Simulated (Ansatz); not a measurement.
Total energies of GeBr2 from Ansatz at PBE0-D4/def2-TZVPD, gas phase (1 Eh = 27.2114 eV = 2625.5 kJ/mol). The reference geometry is relaxed at PBE0-D4/def2-TZVP.

```
                 state   geometry  energy (Eh)
      charge 0 singlet  reference  -7224.55490
     charge -1 doublet  reference  -7224.60915
free Ge atom (triplet)          –  -2076.65536
free Br atom (doublet)          –  -2573.81224
```

**Question.** Work out the vertical electron affinity, to the doublet.

**Answer.** E(charge 0 singlet) − E(charge -1 doublet) = -7224.55490 − (-7224.60915) = 0.05425 Eh = 1.48 eV.

**Question.** What is the binding energy per atom against free atoms?

**Answer.** Atoms: 1 × (-2076.65536) + 2 × (-2573.81224) = -7224.27984 Eh. Binding: -7224.27984 − (-7224.55490) = 0.27506 Eh = 7.48 eV, or 2.49 eV for each of 3 atoms (no zero-point energy, no counterpoise term).

At PBE0-D4/def2-TZVPD the highest occupied level of the charge -1 doublet lies above zero (up to 0.35 eV). By energy differences its removal costs 1.48 eV (vertical, to the charge 0 singlet, at PBE0-D4/def2-TZVPD); a positive level beside a positive removal energy at the same level points to self-interaction error.
